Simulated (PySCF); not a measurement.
From one molecule to another.

First species: C6H15PS.
InChI=1S/C6H15PS/c1-4-7(8,5-2)6-3/h4-6H2,1-3H3

Second species: C2H6GeO.
SMILES: `C[C](=O)[GeH3]`

Levels: CAM-B3LYP/def2-SVPD for dipole moment, HOMO energy, LUMO energy, HOMO–LUMO gap, static isotropic polarisability and electronic spatial extent ⟨r²⟩ about the centre of nuclear charge; TDDFT CAM-B3LYP/def2-SVPD for lowest singlet excitation; TDA CAM-B3LYP/def2-SVPD for lowest triplet excitation (Tamm–Dancoff); ΔSCF CAM-B3LYP/def2-SVPD for vertical ionisation energy; PBE0-D3(BJ)/def2-SVP for rotational constant A and rotational constant C. Geometries: PBE0-D3(BJ)/def2-SVP. Each species is one conformer at its optimised geometry, gas phase, non-relativistic unless stated; the electronic structure was computed with PySCF and density fitting.

Dipoles, sizes and rotational constants follow the conformer. The torsions of the flexible species, by atom-mapped SMILES:
- `[CH3:1][CH2:2][P:3](=[S:4])([CH2:5][CH3:6])[CH2:7][CH3:8]`: C1–C2–P3–S4 -57°, C2–P3–C5–C6 -178°, C2–P3–C7–C8 56°

Values for the first species:

* Dipole moment: 5.14 D
* HOMO energy: -7.43 eV
* LUMO energy: 0.90 eV
* HOMO–LUMO gap: 8.33 eV
* Lowest singlet excitation: 5.95 eV
* Lowest triplet excitation (Tamm–Dancoff): 5.49 eV
* Static isotropic polarisability: 119.5 au
* Vertical ionisation energy: 8.11 eV
* Electronic spatial extent ⟨r²⟩ about the centre of nuclear charge: 1565 bohr²
* Rotational constant A: 1.416 GHz
* Rotational constant C: 0.903 GHz

Problem. Estimate the same properties for the second species, and the change in each.

Solution. 
```tsv
property	first	second	second less first
dipole moment	5.14 D	2.66 D	-2.48 D
HOMO energy	-7.43 eV	-8.34 eV	-0.91 eV
LUMO energy	0.90 eV	0.04 eV	-0.86 eV
HOMO–LUMO gap	8.33 eV	8.38 eV	+0.05 eV
lowest singlet excitation	5.95 eV	3.68 eV	-2.27 eV
lowest triplet excitation (Tamm–Dancoff)	5.49 eV	3.07 eV	-2.42 eV
static isotropic polarisability	119.5 au	61.5 au	-58.0 au
vertical ionisation energy	8.11 eV	9.19 eV	+1.08 eV
electronic spatial extent ⟨r²⟩ about the centre of nuclear charge	1565 bohr²	555 bohr²	-1010 bohr²
rotational constant A	1.416 GHz	9.254 GHz	+7.838 GHz
rotational constant C	0.903 GHz	2.189 GHz	+1.286 GHz
```

On the first: In wavenumbers S1 is 48000 cm⁻¹ (1 eV = 8065.54 cm⁻¹). No computed singlet falls in the visible range (750 to 380 nm, 1.65 to 3.26 eV); S1 lies 2.69 eV above its blue end.

On the second: In wavenumbers S1 is 29700 cm⁻¹ (1 eV = 8065.54 cm⁻¹). The polarisability is 9.12 Å³ as a volume (1 au = 0.148185 Å³), or 1.06 au for each of the 58 electrons. Relativistic effects, spin–orbit coupling among them, are left out although an element past zinc is present.
